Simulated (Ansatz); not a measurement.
## Counterpoise correction, worked out

The pair of CH4O (SMILES CO, atoms 1–6) and H2Te (SMILES [TeH2], atoms 7–9), both closed shells, in one local arrangement (a lower one may exist), relaxed at PBE0-D4/def2-TZVP:

C1  (-0.028, -0.300, -1.451)
O2  (0.402, 0.810, -0.690)
H3  (0.588, -1.147, -1.150)
H4  (0.107, -0.137, -2.526)
H5  (-1.078, -0.552, -1.259)
H6  (-0.135, 1.572, -0.919)
Te7  (0.659, 0.261, 2.312)
H8  (0.317, -0.246, 3.861)
H9  (-0.832, -0.260, 1.822)
(Å)

Computed with Ansatz 0.2.0 (basis: def2-TZVPPD); correlated methods freeze the cores. Filled d shells of the heavier atoms are correlated. Core potentials replace the inner electrons of the atoms past krypton. The def2 sets are not built for correlating such inner shells, so the correlated values are less sure here.

CCSD(T) total energies in eV:

| system | geometry | basis functions | energy |
| --- | --- | --- | --- |
| pair | pair | all | -10454.54420 |
| CH4O | as in the pair | all (partner as ghosts) | -3144.52832 |
| H2Te | as in the pair | all (partner as ghosts) | -7309.90062 |
| CH4O | as in the pair | its own | -3144.52181 |
| H2Te | as in the pair | its own | -7309.86178 |
| CH4O | free (PBE0-D4 minimum) | its own | -3144.52054 |
| H2Te | free (PBE0-D4 minimum) | its own | -7309.86393 |

**Question.** Work out the interaction energy with and without the counterpoise correction, the superposition error, and the binding energy from the relaxed fragments.

**Answer.** Without correction: -10454.54420 − (-3144.52181) − (-7309.86178) = -0.16061 eV.
With correction (each fragment in the whole basis): -10454.54420 − (-3144.52832) − (-7309.90062) = -0.11526 eV = -2.66 kcal/mol.
The superposition error is the difference, 0.04535 eV, 28 % of the uncorrected value: each fragment borrows its partner's functions.
Deformation from the free shapes: -0.00127 eV for CH4O and 0.00215 eV for H2Te (a small negative value is possible, since the free shapes are minima of another method).
Binding energy from relaxed fragments: -0.11526 + (-0.00127) + 0.00215 = -0.11438 eV = -2.64 kcal/mol (electronic, without zero-point energy; negative means bound). For comparison, the corrected interaction energy by CCSD(T) at an estimated basis limit (MP2 extrapolated from triple and quadruple zeta, plus CCSD(T) − MP2 in triple zeta) is -0.136 eV; triple zeta with the correction binds less.

No T1 diagnostic of these runs exceeds 0.011.

For scale, one of the runs: CCSD(T)/def2-TZVPPD, 238 basis functions, launched by `ansatz run in.yaml --threads 4 --pin off --events-out ev --progress --plain --max-ram 9574MiB`. Hardware: 4 CPU threads of an Intel Xeon 6975P-C, shared host. Wall time 37 s; peak host memory 5.3 GiB.
